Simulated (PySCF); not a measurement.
# The third ionisation energy along group 15

Calculated with PySCF 2.14 from differences of total energies of unrestricted determinants, without spin-orbit coupling. Values in eV. The last column holds reference values (NIST; (s) semi-empirical, (t) theoretical, else measured). Unmarked ones compare directly (S terms, centres of terms, or small fine structure); those marked * lie between the lowest fine-structure levels and include a spin-orbit shift.

| element | configurations | UHF | SCS-MP2 (valence) | CCSD (valence) | CCSDT (valence) | MP2 (valence and next inner shell) | CCSD(T) (valence and next inner shell) | reference |
| --- | --- | --- | --- | --- | --- | --- | --- | --- |
| N (x2c-TZVPPall, spin-free X2C) | [He] 2s2 2p1 → [He] 2s2 | 47.293 | 47.414 | 47.210 | 47.244 | 47.478 | 47.264 | 47.445 (s) * |
| P (x2c-TZVPPall, spin-free X2C) | [Ne] 3s2 3p1 → [Ne] 3s2 | 29.577 | 29.853 | 29.993 | 30.031 | 29.875 | 30.026 | 30.203 * |
| As (x2c-TZVPPall, spin-free X2C) | [Ar] 3d10 4s2 4p1 → [Ar] 3d10 4s2 | 27.391 | 27.645 | 27.739 | 27.764 | 27.805 | 27.867 | 28.349 ± 0.012 * |
| Sb (x2c-TZVPPall, spin-free X2C) | [Kr] 4d10 5s2 5p1 → [Kr] 4d10 5s2 | 24.098 | 24.290 | 24.364 | 24.384 | 24.520 | 24.549 | 25.323 * |
| Bi (x2c-TZVPPall, spin-free X2C) | [Xe] 4f14 5d10 6s2 6p1 → [Xe] 4f14 5d10 6s2 | 23.094 | 23.267 | 23.329 | n/a | 23.500 | 23.493 | 25.571 * |

"Valence" correlates the outer s and p shells and, in groups 3 to 12 and the f block, the outer d or f shell, open or full, or the next shell where the ion has no valence electron left; the wider scheme adds the next inner shell.
